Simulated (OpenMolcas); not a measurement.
## Levels of Zn by method

```json
{
  "Program": "OpenMolcas",
  "Basis": "ANO-RCC-VTZP [6s5p3d2f1g]",
  "Scalar Hamiltonian": "DKH2, point nucleus",
  "Active space": "2 electrons in 4 orbitals (4s 4p)",
  "State averaging": "2S+1 = 3 even, 3 roots; 2S+1 = 1 even, 1 root; 2S+1 = 3 odd, 3 roots; 2S+1 = 1 odd, 3 roots",
  "Spin-orbit coupling": "RASSI with atomic mean-field integrals over the reference wave functions, term energies averaged over their components"
}
```

Methods on the same reference wave functions:
A. CASSCF
B. SS-CASPT2, IPEA 0.25 Eh, imaginary shift 0.1 Eh (closed shells correlated: 3d)
C. XMS-CASPT2, IPEA 0.25 Eh, imaginary shift 0.1 Eh (closed shells correlated: 3d)

Energies in cm-1 above 4s2 1S0, the measured ground level; measured values from NIST Handbook of Basic Atomic Spectroscopic Data.

| Level | A | B | C | Measured |
| --- | --- | --- | --- | --- |
| 4s2 1S0 | 0.0 | 0.0 | 0.0 | 0.0 |
| 4s 4p 3P* 0 | 29056 | 31982 | 31814 | 32311 |
| 4s 4p 3P* 1 | 29217 | 32142 | 31975 | 32501 |
| 4s 4p 3P* 2 | 29541 | 32466 | 32299 | 32890 |
| 4s 4p 1P* 1 | 49954 | 50360 | 50113 | 46745 |

Deviations, from unrounded energies. A percentage is the sum of absolute deviations over the sum of measured energies, with the sign that they share, or ± where signs differ.

```tsv
Against measurement	Levels	A	B	C
mean absolute deviation (cm-1)	4	3300	1200	1200
other configurations (%)	4	±9.1	±3.3	±3.4
```

B, C lie about equally close to measurement and A furthest from it. The largest miss of B in the table is 4s 4p 1P* 1, by +3600 cm-1. The ranking rests on the paired levels alone, and a cruder setting can come out closer through cancelling errors.

Between B and C the level of the table that moves most is 4s 4p 1P* 1, by 250 cm-1 (lowest in C, highest in B).

The lowest spin-free term lies below A's lowest term by 0.493 hartree in B, 0.493 hartree in C.

Without dynamic correlation excited terms often stand tens of per cent too high (terms of higher spin than the ground term too low), and those without a measured partner can miss by more than the paired ones (holds for A). Measured partners are found by configuration, term and J. A level has none where our copy of the source lacks it or the pairing is in doubt (some pairs that miss far off the trend of their configuration count as doubtful), and it then counts in no deviation. Levels of configurations outside the active space are missing. The table leaves out levels that lie high or whose names do not pair safely across all columns.

* marks odd parity.
